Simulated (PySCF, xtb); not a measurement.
Hf(H)3(SH) (H₄HfS), SMILES [SH][HfH3], multiplicity 1.

Harmonic wavenumbers (cm⁻¹) from GFN2-xTB (xtb 6.7.1) at its own minimum, in rising order: 59, 237, 339, 381, 466, 548, 621, 629, 1233, 1249, 1297, 2459.

Task: What does PBE0-D3(BJ)/def2-TZVP run with PySCF give at its own minimum? (The exact figures need the calculation; the answer reports its results.)

Result: 120, 276, 349, 357, 506, 573, 636, 649, 1707, 1712, 1755, 2631. Paired by order, the mean absolute difference is 150 cm⁻¹ and the zero-point energies are 13.6 and 16.1 kcal/mol.
